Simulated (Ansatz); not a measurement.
Isolated molecules relaxed with PBE0-D4/def2-TZVP in Ansatz; ΔE leaves out vibrations. CCSD(T)/CBS is the MP2 limit (def2-TZVPP, def2-QZVPP) plus CCSD(T) − MP2 in def2-TZVPP, frozen cores. This one scheme is used for every species, atoms too. For atomizations the MP2-based limit and the directly extrapolated one differ by several kJ/mol either way, and by 10 to 25 for some Ge, Se and Sn compounds, so smaller differences from it don't rank the levels. DFT in def2-TZVPP. B3LYP here is the variant with VWN-RPA as its local correlation; programs differ in this. HSE06 is defined as in plane-wave codes. Open shells (•) are unrestricted, without spin–orbit coupling. Spin–orbit coupling would lower the free atoms: a little for C, O. Elements past krypton have def2 core potentials. For Sb outer-core shells are correlated without core-valence functions, so the limit isn't a true one: a few kJ/mol of doubt a bond, and 10 to 20 or more in all where bonds break to atoms.

`C[CH]1[O][SbH]1` → 2 C• + 5 H• + O• + Sb•  (atomization)

```
             level  ΔE (kJ/mol)  difference from CCSD(T)/CBS
       LDA (SPW92)       3697.2                        535.4
            PBE-D4       3252.9                         91.1
         revPBE-D4       3164.2                          2.4
           BLYP-D4       3185.4                         23.6
         r2SCAN-D4       3160.2                         -1.6
            B97M-V       3176.2                         14.4
           PBE0-D4       3155.4                         -6.4
          B3LYP-D4       3159.5                         -2.3
        r2SCANh-D4       3128.2                        -33.6
        r2SCAN0-D4       3082.2                        -79.6
          HSE06-D4       3156.8                         -5.0
          BHLYP-D4       3020.6                       -141.2
           ωB97X-V       3161.9                          0.1
           ωB97M-V       3144.9                        -16.9
            B2PLYP       3118.1                        -43.7
          PBE-QIDH       3109.8                        -52.0
               PBE       3234.3                         72.5
            revPBE       3106.4                        -55.4
            r2SCAN       3155.9                         -5.9
              PBE0       3139.8                        -22.0
             B3LYP       3129.2                        -32.6
           r2SCAN0       3077.1                        -84.7
             HSE06       3142.3                        -19.5
             BHLYP       2997.2                       -164.6
         CAM-B3LYP       3142.5                        -19.3
           LC-ωPBE       3110.9                        -50.9
       HF/def2-SVP       2099.0                      -1062.8
      MP2/def2-SVP       2960.4                       -201.4
     CCSD/def2-SVP       2881.0                       -280.8
  CCSD(T)/def2-SVP       2929.5                       -232.3
     HF/def2-TZVPP       2100.3                      -1061.5
    MP2/def2-TZVPP       3107.4                        -54.4
SCS-MP2/def2-TZVPP       3091.2                        -70.6
   CCSD/def2-TZVPP       2992.0                       -169.8
CCSD(T)/def2-TZVPP       3061.7                       -100.1
     HF/def2-QZVPP       2108.0                      -1053.8
    MP2/def2-QZVPP       3167.5                          5.7
SCS-MP2/def2-QZVPP       3158.2                         -3.6
     MP2/CBS(def2)       3207.5                         45.7
    CCSD/CBS(def2)       3092.2                        -69.6
       CCSD(T)/CBS       3161.8                            0
```

Problem. What do rigid-rotor, harmonic-oscillator terms from PBE0-D4/def2-TZVP frequencies (298.15 K, 1 bar) make of the CCSD(T)/CBS value? (An estimate is asked.)

Solution. Computed: ΔZPE = -169.1 kJ/mol, ΔH = +3032.4 kJ/mol, ΔS = 918 J/(mol·K), ΔG = +2758.7 kJ/mol. Open shells count their whole term as degenerate.

Largest T1 diagnostic among the species: 0.015.

From r2SCAN to r2SCAN0 (25 % exact exchange), in def2-TZVPP and without D4, ΔE moves by −78.8 kJ/mol: exact exchange takes away binding that semilocal exchange gives to molecules. In def2-TZVPP, CCSD(T) changes the Hartree–Fock value by +961.4 kJ/mol (the triples alone add +69.7 kJ/mol) and MP2 by +1007.1 kJ/mol; breaking electron pairs costs correlation energy, which Hartree–Fock lacks. Leaving LDA and LC-ωPBE aside and taking each functional with its dispersion term where it has one, the values spread over 232.3 kJ/mol, from BHLYP-D4 to PBE-D4. LDA lies +462.8 kJ/mol from PBE without D4, its usual overbinding.
